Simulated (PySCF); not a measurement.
Compound: C₃H₃F₃S.
Structure used (PBE0-D3(BJ)/def2-SVP), in Å, numbered top down from 1:
```xyz
10
C3H3F3S angstrom
C      0.885    0.246   -0.919
C      0.390    0.207    0.486
S      1.220    0.670    1.790
C     -1.032   -0.333    0.612
F     -1.072   -1.590    0.151
F     -1.496   -0.333    1.845
F     -1.858    0.399   -0.146
H      1.916    0.614   -0.958
H      0.827   -0.762   -1.363
H      0.230    0.893   -1.526
```

All values: wB97X-D/def2-SVPD (PySCF, non-relativistic), on one gas-phase PBE0-D3(BJ)/def2-SVP geometry that isn't relaxed in the solvent. The solvent is an IEF-PCM continuum (Bondi radii, 1.10 Å for H, scaled by 1.2). Specific hydrogen bonds and non-electrostatic terms are outside this model.

Gas phase at wB97X-D/def2-SVPD: HOMO -9.08 eV, LUMO -1.24 eV, dipole 2.22 D.

Question: What does the continuum do to the energy, the frontier levels and the dipole at wB97X-D/def2-SVPD in tetrahydrofuran and methanol?

Answer: 
| solvent | ε | E(solvent) − E(gas) (kcal/mol) | polarisation term (kcal/mol) | distortion of the solute (kcal/mol) | HOMO (eV) | LUMO (eV) | dipole (D) |
| --- | --- | --- | --- | --- | --- | --- | --- |
| tetrahydrofuran | 7.426 | -2.47 | -2.84 | 0.37 | -9.06 | -1.13 | 2.82 |
| methanol | 32.61 | -2.97 | -3.52 | 0.55 | -9.07 | -1.12 | 2.95 |

The first energy column is the sum of the next two and covers electrostatics alone. From tetrahydrofuran to methanol the lowering changes by a factor 1.20, Onsager's factor (ε − 1)/(2ε + 1) by 1.18 and ε itself by 4.4.

Question: Which radius a makes the point-dipole formula ΔE = −[(ε − 1)/(2ε + 1)]·μ²/a³ give the value in methanol, with the gas-phase dipole?

Answer: μ = 0.872 au and |ΔE| = 0.00473 Eh give a = 2.25 Å; the farthest nucleus lies 2.40 Å from the centroid of the nuclei, so such a sphere wouldn't even hold the nuclei. The formula assumes a rigid point dipole at the centre of a sphere.

Question: Give the dipole vector in the frame of the coordinates (D, pointing from negative to positive charge), gas and methanol.

Answer: Gas (0.99, 0.19, -1.97), solvent (1.06, 0.13, -2.75). Its length changes by +33 % and its direction by 6°.

Question: How does the static polarisability (wB97X-D/def2-SVPD, frozen core, with the continuum's full static response) change?

Answer: 
```
         medium  isotropic (au)  principal values (au)  ⟨r²⟩ of the electrons (bohr²)
            gas            59.6       46.7, 57.0, 75.1                          822.0
tetrahydrofuran            76.2       59.2, 70.5, 98.8                          822.2
       methanol            80.3      62.8, 73.8, 104.3                          822.2
```

The isotropic value in methanol is 1.35 times the gas-phase one; no cavity-field correction is applied. ⟨r²⟩ is taken about the centre of nuclear charge.

Note: wB97X-D ran without an empirical dispersion term, which enters the total energy and its gradient alone.
